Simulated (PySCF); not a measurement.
**Property card for `C[Si@@H]1CC[SiH2]N1`**

Species: C3H11NSi2.
Structure used (PBE0-D3(BJ)/def2-SVP), in Å, numbered top down from 1:
```xyz
17
C3H11NSi2 angstrom
C      2.5433    0.2331    0.0803
Si     0.8189   -0.2932    0.5919
C     -0.1983   -1.0593   -0.8089
C     -1.6857   -0.7367   -0.5635
Si    -1.7915    1.0032    0.1767
N     -0.2294    1.0615    0.9478
H      3.1518   -0.6420   -0.1988
H      3.0650    0.7485    0.9022
H      2.5022    0.9177   -0.7811
H      0.9511   -1.2352    1.7556
H      0.1428   -0.5869   -1.7475
H     -0.0218   -2.1413   -0.9243
H     -2.2958   -0.8503   -1.4742
H     -2.1073   -1.4326    0.1823
H     -2.9315    1.1542    1.1381
H     -1.9726    2.0688   -0.8653
H      0.0447    1.8142    1.5687
```

Among its groups: Si–H bond and C–Si bond.

**PBE0-D3(BJ)/def2-SVP geometry optimisation, gas phase (PySCF)**

- Point group: C1
- Rotational constants A, B, C: 4.057, 1.698, 1.347 GHz

**CAM-B3LYP/def2-SVPD ground state, ΔSCF and vertical TDDFT (core frozen in the response) (PySCF)**

* Dipole moment: 0.73 D
* HOMO energy: -8.44 eV
* LUMO energy: 1.13 eV
* HOMO–LUMO gap: 9.57 eV
* Lowest singlet excitation: 6.35 eV (195 nm, f = 0.009)
* Strongest line among the 10 lowest singlet transitions: S8 at 8.09 eV (153 nm, f = 0.055)
* Lowest triplet excitation (Tamm–Dancoff): 6.04 eV
* Static isotropic polarisability: 92.6 au
* Vertical ionisation energy: 9.09 eV
* Electronic spatial extent ⟨r²⟩ about the centre of nuclear charge: 985 bohr²

**PBE0/pcSseg-1 ground state and GIAO shieldings, non-relativistic (PySCF)**

- Lowest Hirshfeld atomic charge: -0.33 e on N6
- Highest Hirshfeld atomic charge: +0.39 e on Si2
- 13C chemical shifts (computed TMS as zero) by class: 9.9 (C3), 6.4 (C4), 0.7 (C1) ppm
- 1H chemical shifts (computed TMS as zero) by class: 4.93 (H10), 4.88 (H15), 4.86 (H16), 1.06 (H13), 1.06 (H12), 0.97 (H14), 0.54 (H11), 0.22 (H7/H8/H9), -0.16 (H17) ppm
- Isotropic shieldings of nuclei other than C and H, by class: 246 (N6), 349 (Si2), 373 (Si5) ppm
- Mayer bond orders between heavy atoms: C1–Si2 0.96, Si2–C3 0.91, C3–C4 1.02, C4–Si5 0.92, Si5–N6 0.98, N6–Si2 0.95

From delta-SCF UKS SCAN, pcX-2 on the ionised atom, pcseg-1 elsewhere, spin-free X2C; 2p3/2 from a spin–orbit splitting computed afterwards within the 2p shell (PySCF):

- Core binding energies: Si2p3/2 106.3 (Si2), Si2p3/2 106.5 (Si5), C1s 289.9 (C3), C1s 290.0 (C1), C1s 290.0 (C4), N1s 403.7 (N6), Si1s 1846.2 (Si2), Si1s 1846.3 (Si5) eV

Monoisotopic mass (most abundant isotopes): 117.0430 u.

The rotational constants make it an asymmetric top with κ = (2B − A − C)/(A − C) = -0.74, nearer the prolate limit (−1). S1 lies 3.22 eV below the HOMO–LUMO gap; its leading configuration is HOMO→LUMO, weight 0.74. The dipole matches unit charges of opposite sign 0.15 Å apart (1 e·Å = 4.8032 D). With B = h/(8π²I), that is 505.379 GHz u Å² over I, the principal moments of inertia are 124.6, 297.6 and 375.2 u Å² (most abundant isotopes).

 NMR classes are plain means over equivalent atoms (diastereotopic ones count apart unless rotation or inversion swaps them), as if these changed places fast; in this geometry the members of some classes differ.

For the NMR shielding job (PBE0/pcSseg-1), time: 20 s of wall time. Hardware: one thread, Arm Neoverse V1 (shared host).

One conformer stands for the species.
